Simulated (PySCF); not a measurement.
A series of related molecules.

All values: PBE0/def2-SVPD (PySCF) at GFN2-xTB geometries, gas phase, one conformer each. Core orbitals are frozen in the response; Δα² is half the sum of the squared differences of the principal polarisabilities.

(1) Rank by mean static polarisability, highest first.
A. `CS[C@@H]1CC[Si@H]1C#N`
B. `CS[C@@H]1C[SiH2][Si@@H]1C#N`
C. `[SiH2]1C[Si@@H](C#N)[C@@H]1SC`

(2) Rank by HOMO–LUMO gap, highest first.
A. `CSC1=CC[Si@H]1C#N`
B. `CS[C@@H]1CC[Si@H]1C#N`
C. `CS[C@@H]1[SiH2]C[Si@H]1C#N`

(3) Rank by dipole moment, highest first.
A. `[CH3:1][S:2][C@@H:3]1[CH2:4][SiH2:5][Si@@H:6]1[C:7]#[N:8]` with C1–S2–C3–C4 176°, S2–C3–C4–Si5 -137°, C3–C4–Si5–Si6 9°, C4–Si5–Si6–C7 100°, S2–C3–Si6–Si5 130°
B. `[CH3:1][S:2][C:3]1=[CH:4][CH2:5][Si@H:6]1[C:7]#[N:8]` with C1–S2–C3–C4 -175°
C. `[CH3:1][S:2][C@@H:3]1[CH2:4][CH2:5][Si@H:6]1[C:7]#[N:8]` with C1–S2–C3–C4 -75°, S2–C3–C4–C5 -129°, C3–C4–C5–Si6 10°, C4–C5–Si6–C7 -117°, S2–C3–Si6–C5 127°
D. `[CH3:1][S:2][C@@H:3]1[SiH2:4][CH2:5][Si@H:6]1[C:7]#[N:8]` with C1–S2–C3–Si4 -74°

Answers

(1) B (18.63 Å³), C (18.09 Å³), A (16.00 Å³).

(2) B (5.49 eV), C (5.33 eV), A (5.18 eV).

(3) A (4.33 D), C (4.00 D), D (3.84 D), B (2.98 D).

All values together:

```tsv
SMILES	change	formula	μ (D)	HOMO (eV)	LUMO (eV)	α (Å³)	Δα (Å³)	electrons	α per electron (Å³)
CS[C@@H]1CC[Si@H]1C#N	parent	C5H9NSSi	4.00	-6.57	-1.08	16.00	5.73	76	0.211
CS[C@@H]1C[SiH2][Si@@H]1C#N	C replaced by Si	C4H9NSSi2	4.33	-6.35	-1.16	18.63	5.78	84	0.222
CSC1=CC[Si@H]1C#N	C-C bond made double	C5H7NSSi	2.98	-6.39	-1.21	15.87	5.67	74	0.214
CS[C@@H]1[SiH2]C[Si@H]1C#N	C replaced by Si	C4H9NSSi2	3.84	-6.45	-1.13	18.09	5.50	84	0.215
```

Conformers: `[CH3:1][S:2][C@@H:3]1[CH2:4][CH2:5][Si@H:6]1[C:7]#[N:8]` with C1–S2–C3–C4 -75°, S2–C3–C4–C5 -129°, C3–C4–C5–Si6 10°, C4–C5–Si6–C7 -117°, S2–C3–Si6–C5 127°; `[CH3:1][S:2][C@@H:3]1[CH2:4][SiH2:5][Si@@H:6]1[C:7]#[N:8]` with C1–S2–C3–C4 176°, S2–C3–C4–Si5 -137°, C3–C4–Si5–Si6 9°, C4–Si5–Si6–C7 100°, S2–C3–Si6–Si5 130°; `[CH3:1][S:2][C:3]1=[CH:4][CH2:5][Si@H:6]1[C:7]#[N:8]` with C1–S2–C3–C4 -175°; `[CH3:1][S:2][C@@H:3]1[SiH2:4][CH2:5][Si@H:6]1[C:7]#[N:8]` with C1–S2–C3–Si4 -74°.

Task: Give the shifts from the parent, `CS[C@@H]1CC[Si@H]1C#N`.

Result: 
```
                     SMILES  change in μ (D)  change in HOMO (eV)  change in LUMO (eV)  change in mean α (Å³)
CS[C@@H]1C[SiH2][Si@@H]1C#N            +0.33                +0.22                -0.08                  +2.63
          CSC1=CC[Si@H]1C#N            -1.02                +0.18                -0.13                  -0.13
 CS[C@@H]1[SiH2]C[Si@H]1C#N            -0.16                +0.12                -0.05                  +2.09
```
